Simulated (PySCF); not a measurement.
**Magnetic susceptibility: SMILES C=[N][GeH2][GeH3], CH7Ge2N**

Molfile (atoms numbered from 1):
```
CH7Ge2N
     RDKit          3D

 11 10  0  0  0  0  0  0  0  0999 V2000
   -2.0192    0.5385    0.5692 C   0  0  0  0  0  0  0  0  0  0  0  0
   -1.7538   -0.3971   -0.2160 N   0  0  0  0  0  0  0  0  0  0  0  0
   -0.0857   -0.9288   -0.7727 Ge  0  0  0  0  0  4  0  0  0  0  0  0
    1.7719    0.2922    0.1317 Ge  0  0  0  0  0  4  0  0  0  0  0  0
   -3.0571    0.7536    0.8144 H   0  0  0  0  0  0  0  0  0  0  0  0
   -1.2742    1.1865    1.0518 H   0  0  0  0  0  0  0  0  0  0  0  0
   -0.2030   -0.8515   -2.2730 H   0  0  0  0  0  0  0  0  0  0  0  0
   -0.0808   -2.3987   -0.4417 H   0  0  0  0  0  0  0  0  0  0  0  0
    1.5342    0.8050    1.5260 H   0  0  0  0  0  0  0  0  0  0  0  0
    3.0305   -0.5091    0.2455 H   0  0  0  0  0  0  0  0  0  0  0  0
    2.1426    1.5120   -0.6611 H   0  0  0  0  0  0  0  0  0  0  0  0
  1  2  2  0
  2  3  1  0
  3  4  1  0
  1  5  1  0
  1  6  1  0
  3  7  1  0
  3  8  1  0
  4  9  1  0
  4 10  1  0
  4 11  1  0
M  END
```

Method: GIAO PBE/pcSseg-1 magnetisability, rotational g tensor and spin-rotation constants, non-relativistic, gas phase (PySCF). Geometry: GFN2-xTB.

The calculation is non-relativistic, which matters for the atoms heavier than Zn.

How diamagnetic is it, and how anisotropic?

Isotropic -1122 × 10⁻³⁰ J/T², or -67.6 × 10⁻⁶ cm³/mol; principal values -1238, -1144, -985 × 10⁻³⁰ J/T², anisotropy 221 × 10⁻³⁰ J/T² (root of half the summed squared differences of the principal values). The susceptibility is in cgs units.

Split it along the inertial axes a, b, c into diamagnetic and paramagnetic parts about the centre of mass, with the quadrupole moment.


| axis | χ (10⁻⁶ cm³/mol) | diamagnetic (10⁻⁶ cm³/mol) | paramagnetic (10⁻⁶ cm³/mol) | summed x² of all electrons (Å²) | quadrupole Θ (D Å) |
| --- | --- | --- | --- | --- | --- |
| a | -68.7 | -351.2 | 282.5 | 179.7 | -6.28 |
| b | -59.5 | -832.0 | 772.5 | 66.4 | +6.07 |
| c | -74.5 | -1044.2 | 969.6 | 16.4 | +0.21 |

Anisotropies 2χaa − χbb − χcc = -3.4 and 2χbb − χaa − χcc = +24.2 × 10⁻⁶ cm³/mol. Θ is traceless in Buckingham's convention.

And the rotational g tensor?


| axis | rotational constant (GHz) | g | nuclear part | electronic part |
| --- | --- | --- | --- | --- |
| a | 4.8045 | -0.0412 | 0.5964 | -0.6376 |
| b | 1.4667 | -0.0239 | 0.5083 | -0.5323 |
| c | 1.1533 | -0.0088 | 0.5165 | -0.5253 |

Asymmetric top; isotopes 12C, 74Ge, 1H, 14N; no vibrational averaging.
